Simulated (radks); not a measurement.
Results of a calculation; reference values are marked as such.
Spherical jellium clusters: N electrons in a uniform positive sphere of charge N and radius rs N^(1/3), rs = 2.33 bohr. Level of theory: non-relativistic Kohn-Sham, PBE, spin-polarised, spherical densities (a radial shooting solver with Libxc functionals). Levels are named by radial order and angular momentum (1s, 1p, 1d, 2s, ...), and open shells are averaged over m.

N = 12, configuration 1s2 1p6 1d(up 4, down 0). This is the lowest configuration that the search found. Occupied and some empty levels:

| level | occupation | eigenvalue (eV) | <r> (bohr) |
|---|---|---|---|
| 1s up | 1 | -9.5993 | 3.485 |
| 1s down | 1 | -9.2265 | 3.246 |
| 1p up | 3 | -6.7029 | 4.332 |
| 1p down | 3 | -5.9089 | 4.195 |
| 1d up | 4 | -3.4095 | 5.163 |
| 2s up | 0 | -2.7389 | 5.318 |
| 1d down | 0 | -2.4266 | 5.184 |
| 2s down | 0 | -2.2141 | 5.409 |
| 1f up | 0 | -0.20454 | 6.993 |

Energy (eV): total -9.25983, kinetic 53.918, external -836.79, Hartree 399.51, exchange-correlation -66.645, background 440.74.

Electron density:

| r (bohr) | n(r) (e/bohr^3) |
|---|---|
| 0.422 | 0.01211 |
| 1.13 | 0.01428 |
| 1.83 | 0.01736 |
| 2.54 | 0.01969 |
| 3.24 | 0.01968 |
| 3.95 | 0.01667 |
| 4.65 | 0.01161 |
| 5.36 | 0.006561 |
| 6.06 | 0.003150 |
| 6.77 | 0.001382 |
| 7.47 | 0.0005835 |
| 8.18 | 0.0002445 |
| 8.88 | 0.0001030 |
